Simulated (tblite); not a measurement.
Compound: C₅H₁₀NP.
Cartesian coordinates in Å at the GFN2-xTB level; atoms count from 1:
```
atom  x, y, z in Å
C1    -1.342    1.416   -0.408
C2    -0.917    0.289    0.530
C3    -1.017   -1.072   -0.148
P4     0.758    0.681    1.280
C5     1.933    0.234   -0.128
C6     2.095   -1.179   -0.275
N7     2.225   -2.313   -0.357
H8    -0.704    1.453   -1.290
H9    -1.284    2.379    0.098
H10   -2.366    1.263   -0.742
H11   -1.588    0.298    1.401
H12   -0.427   -1.104   -1.061
H13   -2.054   -1.275   -0.411
H14   -0.670   -1.868    0.508
H15    0.882   -0.551    1.939
H16    1.564    0.683   -1.055
H17    2.905    0.680    0.108
```

All values are computed: GFN2-xTB (tblite) harmonic vibrations without scaling, gas phase. Errors from tens to a few hundred cm⁻¹ against measured bands are possible. Modes of hydrogen on phosphorus can be 10 to 20 % off. One conformer, not necessarily the lowest.

Harmonic wavenumbers (cm⁻¹): 50.3, 89.7, 149.1, 184.0, 211.7, 241.0, 274.8, 329.9, 365.6, 422.4, 480.4, 619.9, 680.3, 756.6, 826.0, 881.5, 929.1, 939.4, 983.6, 1002.4, 1051.2, 1074.3, 1141.4, 1166.6, 1181.3, 1254.5, 1293.0, 1385.1, 1409.7, 1423.9, 1486.6, 1497.2, 1498.2, 1505.3, 2247.8, 2392.4, 2885.9, 2937.2, 2952.8, 3011.4, 3013.0, 3021.5, 3026.7, 3030.0, 3035.4.

A = 3152, B = 1524, C = 1248 MHz; mass 115.055 u (most abundant isotopes); point group C1, symmetry number 1.

Task: What is the zero-point energy?

Result: ½Σν̃ = 30170 cm⁻¹ = 360.91 kJ/mol.

Task: Give the ideal-gas entropy at 500 K and 1 bar in the rigid-rotor, harmonic-oscillator model (classical rotation).

Result: Translation 178.79, rotation 125.16, vibration 178.07: S = 482.0 J/(mol K).

Task: And Cp and H(500 K) − H(0)?

Result: Cp = 209.08 J/(mol K), of which vibrations give 175.82 (their classical limit is 45 R = 374.2); H(500 K) − H(0) = 62.71 kJ/mol without the zero-point energy, 46.09 from vibrations.

Task: Blend soft modes into free rotors: weight 1/[1 + (100 cm⁻¹/ν̃)⁴] for the oscillator and the rest for a rotor with moment μB/(μ + B), μ = h/(8π²ν), B = 10⁻⁴⁴ kg m². What vibrational entropy results?

Result: 167.23 J/(mol K) in place of 178.07, which changes −T·S at 500 K by +5.42 kJ/mol.

Task: What must be added to the electronic energy to get the Gibbs energy at 500 K and 1 bar?

Result: ZPE + [H(500 K) − H(0)] − T·S = 360.91 + 62.71 − 241.01 = 182.61 kJ/mol.

Task: Which modes carry the vibrational entropy at 500 K?

Result: 50.3 cm⁻¹: 24.39; 89.7 cm⁻¹: 19.60; 149.1 cm⁻¹: 15.41; 184.0 cm⁻¹: 13.70; 211.7 cm⁻¹: 12.56; 241.0 cm⁻¹: 11.52 J/(mol K); the other 39 give 80.89 together.

Hindered rotation and anharmonicity are outside this model. Other conformers, if any are populated, would add a mixing term that is left out. The structure is chiral; the term R ln 2 for an equal mix with its mirror image is left out.

On one thread of an AMD EPYC 9R45, shared host, this took 0.46 s wall. The figure is for the frequency step alone.
